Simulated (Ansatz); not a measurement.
Ansatz (a program for electronic structure) input (B3LYP-D3(BJ)/def2-TZVP):

Ansatz 0.2 input:
```yaml
crystal:
  periodic: [false, false, false]
  atoms:
    - {symbol: C, position_ang: [2.25944736, -0.35172746, -1.00168097]}
    - {symbol: C, position_ang: [1.43005009, 0.42973446, -0.05034071]}
    - {symbol: C, position_ang: [0.40995222, -0.20412682, 0.83860163]}
    - {symbol: C, position_ang: [-1.01421397, 0.06221602, 0.38772159]}
    - {symbol: C, position_ang: [-1.85158559, 0.79127634, 1.12023553]}
    - {symbol: C, position_ang: [-1.40827661, -0.52912869, -0.93492785]}
    - {symbol: H, position_ang: [3.11715333, 0.22024998, -1.35951390]}
    - {symbol: H, position_ang: [1.69055957, -0.66172072, -1.89272040]}
    - {symbol: H, position_ang: [2.62951320, -1.27536921, -0.54448485]}
    - {symbol: H, position_ang: [1.43286079, 1.51179672, -0.11163594]}
    - {symbol: H, position_ang: [0.57701064, -1.28704176, 0.86851057]}
    - {symbol: H, position_ang: [0.51934845, 0.16560856, 1.86377964]}
    - {symbol: H, position_ang: [-2.86488473, 0.99085689, 0.79341798]}
    - {symbol: H, position_ang: [-1.55133678, 1.21207274, 2.07206495]}
    - {symbol: H, position_ang: [-2.44963312, -0.31642077, -1.17476948]}
    - {symbol: H, position_ang: [-1.26909739, -1.61454910, -0.93142182]}
    - {symbol: H, position_ang: [-0.78373488, -0.13494642, -1.74088210]}
basis:
  gaussian:
    orbitals: def2-TZVP
hamiltonian:
  xc: b3lyp
  dispersion: d3bj
magnetization: {spin_polarized: true, initial_magnetization: 1}
phonons: {temperatures: {t_min: 298.15, t_max: 298.15, t_step: 100}}
```

Output:

```
Functional definition: B3LYP
integrals: 0.19 GiB planned
1564 factors; their error is unknown
0.35 GiB of the device are held for the grids
1.52 GiB of device memory are held for the factors and their scratch space
mean field: 1.78 GiB planned
mean field evaluation 1: about -6386.5353 eV, gradient 5.7e1 eV
mean field evaluation 2: about -6377.5047 eV, gradient 6.9e1 eV
mean field evaluation 4: about -6402.1278 eV, gradient 6.5e0 eV
mean field evaluation 8: about -6402.3148 eV, gradient 7.6e-2 eV
mean field evaluation 16: about -6402.2818 eV, gradient 8.8e-4 eV
mean field -6402.28176049 eV, -235.2795150757 hartree, gradient 5.8e-5 eV, S^2 0.754256; 0 other end points of the search recorded, 0 dependent functions left out
the calculation of the forces begins
reference -6402.28208451 eV, -235.2795269830 hartree; 24, 23 occupied and 228, 229 virtual orbitals, 1564 factors
these checks for a lower state are left out or cut short: stability, starts, cluster_reference, orbital_swaps, neighbouring_geometries, increment
integrals: 0.19 GiB planned
1564 factors; their error is unknown
0.35 GiB of the device are held for the grids
1.52 GiB of device memory are held for the factors and their scratch space
mean field: 1.78 GiB planned
mean field -6402.28168280 eV, -235.2795122205 hartree, gradient 1.7e-6 eV, S^2 0.754261; 0 other end points of the search recorded, 0 dependent functions left out
the calculation of the forces begins
reference -6402.28200673 eV, -235.2795241247 hartree; 24, 23 occupied and 228, 229 virtual orbitals, 1564 factors
these checks for a lower state are left out or cut short: stability, starts, cluster_reference, orbital_swaps, neighbouring_geometries, increment
integrals: 0.19 GiB planned
1564 factors; their error is unknown
0.35 GiB of the device are held for the grids
1.52 GiB of device memory are held for the factors and their scratch space
mean field: 1.78 GiB planned
mean field evaluation 32: about -6402.2815 eV, gradient 4.9e-4 eV
mean field -6402.28152723 eV, -235.2795065034 hartree, gradient 3.2e-6 eV, S^2 0.754250; 0 other end points of the search recorded, 0 dependent functions left out
the calculation of the forces begins
reference -6402.28185132 eV, -235.2795184136 hartree; 24, 23 occupied and 228, 229 virtual orbitals, 1564 factors
these checks for a lower state are left out or cut short: stability, starts, cluster_reference, orbital_swaps, neighbouring_geometries, increment
integrals: 0.19 GiB planned
1564 factors; their error is unknown
0.34 GiB of the device are held for the grids
1.52 GiB of device memory are held for the factors and their scratch space
mean field: 1.78 GiB planned
mean field -6402.28159718 eV, -235.2795090739 hartree, gradient 3.3e-6 eV, S^2 0.754257; 0 other end points of the search recorded, 0 dependent functions left out
the calculation of the forces begins
reference -6402.28192123 eV, -235.2795209825 hartree; 24, 23 occupied and 228, 229 virtual orbitals, 1564 factors
these checks for a lower state are left out or cut short: stability, starts, cluster_reference, orbital_swaps, neighbouring_geometries, increment
integrals: 0.19 GiB planned
1564 factors; their error is unknown
0.35 GiB of the device are held for the grids
1.52 GiB of device memory are held for the factors and their scratch space
mean field: 1.79 GiB planned
mean field -6402.28160339 eV, -235.2795093022 hartree, gradient 1.7e-6 eV, S^2 0.754254; 0 other end points of the search recorded, 0 dependent functions left out
[...]
reference -6402.28209872 eV, -235.2795275052 hartree; 24, 23 occupied and 228, 229 virtual orbitals, 1564 factors
these checks for a lower state are left out or cut short: stability, starts, cluster_reference, orbital_swaps, neighbouring_geometries, increment
integrals: 0.19 GiB planned
1564 factors; their error is unknown
0.35 GiB of the device are held for the grids
1.52 GiB of device memory are held for the factors and their scratch space
mean field: 1.78 GiB planned
mean field evaluation 672: about -6402.2816 eV, gradient 1.7e-6 eV
mean field -6402.28162925 eV, -235.2795102526 hartree, gradient 1.7e-6 eV, S^2 0.754255; 0 other end points of the search recorded, 0 dependent functions left out
the calculation of the forces begins
reference -6402.28195320 eV, -235.2795221576 hartree; 24, 23 occupied and 228, 229 virtual orbitals, 1564 factors
these checks for a lower state are left out or cut short: stability, starts, cluster_reference, orbital_swaps, neighbouring_geometries, increment
integrals: 0.19 GiB planned
1564 factors; their error is unknown
0.34 GiB of the device are held for the grids
1.52 GiB of device memory are held for the factors and their scratch space
mean field: 1.79 GiB planned
mean field -6402.28169495 eV, -235.2795126669 hartree, gradient 1.7e-6 eV, S^2 0.754256; 0 other end points of the search recorded, 0 dependent functions left out
the calculation of the forces begins
reference -6402.28201902 eV, -235.2795245764 hartree; 24, 23 occupied and 228, 229 virtual orbitals, 1564 factors
these checks for a lower state are left out or cut short: stability, starts, cluster_reference, orbital_swaps, neighbouring_geometries, increment
integrals: 0.19 GiB planned
1564 factors; their error is unknown
0.34 GiB of the device are held for the grids
1.52 GiB of device memory are held for the factors and their scratch space
mean field: 1.78 GiB planned
mean field -6402.28172124 eV, -235.2795136332 hartree, gradient 3.3e-6 eV, S^2 0.754256; 0 other end points of the search recorded, 0 dependent functions left out
the calculation of the forces begins
reference -6402.28204524 eV, -235.2795255401 hartree; 24, 23 occupied and 228, 229 virtual orbitals, 1564 factors
these checks for a lower state are left out or cut short: stability, starts, cluster_reference, orbital_swaps, neighbouring_geometries, increment
integrals: 0.19 GiB planned
1564 factors; their error is unknown
0.34 GiB of the device are held for the grids
1.52 GiB of device memory are held for the factors and their scratch space
mean field: 1.79 GiB planned
mean field -6402.28176953 eV, -235.2795154079 hartree, gradient 1.7e-6 eV, S^2 0.754255; 0 other end points of the search recorded, 0 dependent functions left out
the calculation of the forces begins
reference -6402.28209356 eV, -235.2795273156 hartree; 24, 23 occupied and 228, 229 virtual orbitals, 1564 factors
these checks for a lower state are left out or cut short: stability, starts, cluster_reference, orbital_swaps, neighbouring_geometries, increment
integrals: 0.19 GiB planned
1564 factors; their error is unknown
0.35 GiB of the device are held for the grids
1.52 GiB of device memory are held for the factors and their scratch space
mean field: 1.78 GiB planned
mean field -6402.28168720 eV, -235.2795123824 hartree, gradient 1.7e-6 eV, S^2 0.754255; 0 other end points of the search recorded, 0 dependent functions left out
the calculation of the forces begins
reference -6402.28201121 eV, -235.2795242895 hartree; 24, 23 occupied and 228, 229 virtual orbitals, 1564 factors
these checks for a lower state are left out or cut short: stability, starts, cluster_reference, orbital_swaps, neighbouring_geometries, increment
integrals: 0.19 GiB planned
1564 factors; their error is unknown
0.34 GiB of the device are held for the grids
1.52 GiB of device memory are held for the factors and their scratch space
mean field: 1.79 GiB planned
mean field evaluation 704: about -6402.2818 eV, gradient 4.9e-4 eV
mean field -6402.28174804 eV, -235.2795146181 hartree, gradient 3.2e-6 eV, S^2 0.754256; 0 other end points of the search recorded, 0 dependent functions left out
the calculation of the forces begins
reference -6402.28207206 eV, -235.2795265255 hartree; 24, 23 occupied and 228, 229 virtual orbitals, 1564 factors
these checks for a lower state are left out or cut short: stability, starts, cluster_reference, orbital_swaps, neighbouring_geometries, increment
integrals: 0.19 GiB planned
1564 factors; their error is unknown
0.34 GiB of the device are held for the grids
1.52 GiB of device memory are held for the factors and their scratch space
mean field: 1.78 GiB planned
mean field -6402.28172773 eV, -235.2795138716 hartree, gradient 1.7e-6 eV, S^2 0.754255; 0 other end points of the search recorded, 0 dependent functions left out
the calculation of the forces begins
reference -6402.28205175 eV, -235.2795257792 hartree; 24, 23 occupied and 228, 229 virtual orbitals, 1564 factors
these checks for a lower state are left out or cut short: stability, starts, cluster_reference, orbital_swaps, neighbouring_geometries, increment
integrals: 0.19 GiB planned
1564 factors; their error is unknown
0.35 GiB of the device are held for the grids
1.52 GiB of device memory are held for the factors and their scratch space
mean field: 1.78 GiB planned
mean field -6402.28174200 eV, -235.2795143961 hartree, gradient 3.3e-6 eV, S^2 0.754256; 0 other end points of the search recorded, 0 dependent functions left out
the calculation of the forces begins
reference -6402.28206600 eV, -235.2795263029 hartree; 24, 23 occupied and 228, 229 virtual orbitals, 1564 factors
these checks for a lower state are left out or cut short: stability, starts, cluster_reference, orbital_swaps, neighbouring_geometries, increment
integrals: 0.19 GiB planned
1564 factors; their error is unknown
0.35 GiB of the device are held for the grids
1.52 GiB of device memory are held for the factors and their scratch space
mean field: 1.79 GiB planned
mean field -6402.28165378 eV, -235.2795111541 hartree, gradient 1.7e-6 eV, S^2 0.754255; 0 other end points of the search recorded, 0 dependent functions left out
the calculation of the forces begins
reference -6402.28197778 eV, -235.2795230607 hartree; 24, 23 occupied and 228, 229 virtual orbitals, 1564 factors
these checks for a lower state are left out or cut short: stability, starts, cluster_reference, orbital_swaps, neighbouring_geometries, increment
integrals: 0.19 GiB planned
1564 factors; their error is unknown
0.35 GiB of the device are held for the grids
1.52 GiB of device memory are held for the factors and their scratch space
mean field: 1.79 GiB planned
mean field -6402.28174513 eV, -235.2795145111 hartree, gradient 1.7e-6 eV, S^2 0.754256; 0 other end points of the search recorded, 0 dependent functions left out
the calculation of the forces begins
reference -6402.28206916 eV, -235.2795264189 hartree; 24, 23 occupied and 228, 229 virtual orbitals, 1564 factors
Total energy: -6402.90114950 eV, -235.3022772020 hartree
Atom 0 at     2.259447    -0.351727    -1.001681 Å, force    -0.000015     0.000624    -0.000196 eV/Å
Atom 1 at     1.430050     0.429734    -0.050341 Å, force     0.000418     0.000269    -0.000293 eV/Å
Atom 2 at     0.409952    -0.204127     0.838602 Å, force    -0.000599    -0.000041    -0.000167 eV/Å
Atom 3 at    -1.014214     0.062216     0.387722 Å, force    -0.000262    -0.000991     0.000686 eV/Å
Atom 4 at    -1.851586     0.791276     1.120236 Å, force     0.000164     0.000250    -0.000080 eV/Å
Atom 5 at    -1.408277    -0.529129    -0.934928 Å, force     0.000650     0.000572    -0.000125 eV/Å
Atom 6 at     3.117153     0.220250    -1.359514 Å, force    -0.000136     0.000000     0.000083 eV/Å
Atom 7 at     1.690560    -0.661721    -1.892720 Å, force    -0.000140    -0.000295     0.000029 eV/Å
Atom 8 at     2.629513    -1.275369    -0.544485 Å, force     0.000031    -0.000226    -0.000059 eV/Å
Atom 9 at     1.432861     1.511797    -0.111636 Å, force     0.000069    -0.000040     0.000396 eV/Å
Atom 10 at     0.577011    -1.287042     0.868511 Å, force     0.000237     0.000065     0.000196 eV/Å
Atom 11 at     0.519348     0.165609     1.863780 Å, force    -0.000039     0.000026    -0.000001 eV/Å
Atom 12 at    -2.864885     0.990857     0.793418 Å, force     0.000041    -0.000173    -0.000008 eV/Å
Atom 13 at    -1.551337     1.212073     2.072065 Å, force    -0.000010     0.000219    -0.000066 eV/Å
Atom 14 at    -2.449633    -0.316421    -1.174769 Å, force     0.000010     0.000149    -0.000003 eV/Å
Atom 15 at    -1.269097    -1.614549    -0.931422 Å, force    -0.000395    -0.000064     0.000091 eV/Å
Atom 16 at    -0.783735    -0.134946    -1.740882 Å, force    -0.000022    -0.000343    -0.000484 eV/Å
Dipole moment:     0.063644    -0.072032    -0.096363 e Å
Vibrations: 42.15 66.73 99.28 192.88 230.29 333.24 388.65 444.34 458.38 551.66 719.13 809.83 882.71 914.28 923.87 980.61 991.41 1022.51 1064.17 1116.31 1146.42 1221.88 1294.93 1300.32 1391.45 1408.05 1413.92 1447.75 1468.49 1471.65 1480.01 1483.73 1496.59 1708.12 2938.42 2994.83 3020.48 3022.15 3032.82 3064.38 3085.42 3108.98 3134.08 3163.11 3212.03 cm⁻¹, zero-point energy 4.075513 eV
```

It need not be the lowest isomer of its formula.
